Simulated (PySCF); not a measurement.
Computed properties of H3O2, SMILES O[OH2+], charge +1

H3O2, SMILES O[OH2+], charge +1. Coordinates come from a B3LYP-D3(BJ)/def2-TZVP optimisation. The isomer is the one that the SMILES or the coordinates give; other isomers of the formula were not compared. One conformer was computed; it need not be the lowest. All values are computed for the isolated molecule unless a solvent is named; none is compared with measurement here.

**Structure.** The optimised structure has Cs symmetry. All 9 harmonic modes at B3LYP-D3(BJ)/def2-TZVP (PySCF) are real, so it is a minimum.

**Vibrations.** The strongest infrared lines (harmonic, unscaled, degenerate partners summed) lie at 3555 cm⁻¹ (400 km/mol, H 92 %, O 8 %), 3485 cm⁻¹ (270 km/mol, H 97 %), 429 cm⁻¹ (251 km/mol, H 95 %). The softest mode is at 429 cm⁻¹ and the zero-point energy is 24.6 kcal/mol.

**Electronic structure.** B3LYP/def2-TZVPD (PySCF) places the frontier levels at -17.21 and -9.17 eV, a gap of 8.04 eV and a mean polarisability of 12.5 bohr³. PBE/def2-TZVPD (PySCF) at the same geometry gives -15.42 and -10.39 eV, so its gap is 3.01 eV narrower. An orbital gap is neither the optical nor the fundamental gap.

**Excitations.** TDDFT-ωB97X/def2-TZVPD (PySCF) has S1 at 5.80 eV (214 nm, f = 0.000, dark); the most intense of the 10 singlets computed lies at 13.18 eV (f = 0.09). T1 (TDA) is at 4.47 eV. TDDFT-PBE/def2-TZVPD (PySCF) puts S1 at 5.58 eV. No vertical singlet excitation falls in the visible range (under 3.1 eV).

**NMR.** GIAO shifts at KT2/pcSseg-2 (PySCF) (non-relativistic, atoms alike by connectivity averaged): ¹H from 9.2 to 13.3 ppm against TMS.

**Solvation.** SMD-B3LYP/def2-SVP (PySCF) gives -92.1 kcal/mol in water, -41.2 kcal/mol in benzene, -74.4 kcal/mol in dimethylsulfoxide (1 M in both phases, gas-phase geometry); of these solvents water holds the molecule best.
